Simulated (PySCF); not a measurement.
PBE0-D3(BJ)/def2-SVP geometry optimisation, gas phase with PySCF 2.14 and geomeTRIC: [CuBr4]-, charge -1, multiplicity 1. Start (model start, shaken):

```
5

Cu    0.0000    0.0045   -0.0041
Br    2.2666   -0.0068   -0.0149
Br   -2.2791    0.0201   -0.0074
Br   -0.0093    2.2873    0.0053
Br    0.0016   -2.2940   -0.0004
```

| step | E − E(start) / kcal mol⁻¹ | largest force / Eh bohr⁻¹ |
| --- | --- | --- |
| 0 | 0.00 | 0.01881 |
| 1 | -2.19 | 0.00448 |
| 2 | -1.37 | 0.00538 |
| 3 | -2.29 | 0.00190 |
| 4 | -2.42 | 0.00045 |
| 5 | -2.42 | 0.00016 |

The optimisation met its thresholds. End point:

```
5

Cu   -0.0035    0.0028   -0.0043
Br    2.3462   -0.0035   -0.0170
Br   -2.3541    0.0072   -0.0070
Br    0.0015    2.3538    0.0073
Br   -0.0103   -2.3492   -0.0005
```

Metal–donor distances, start → end: Br2 2.267 → 2.350 Å, Br3 2.279 → 2.351 Å, Br4 2.283 → 2.351 Å, Br5 2.298 → 2.352 Å.

No frequencies were computed, so the end point may be a saddle point.

The job took 2.1 min on one thread of Arm Neoverse V2 (shared host), with 159 basis functions and a peak of 0.94 GiB, launched as `OMP_NUM_THREADS=1 python lf_run.py task.json out`.
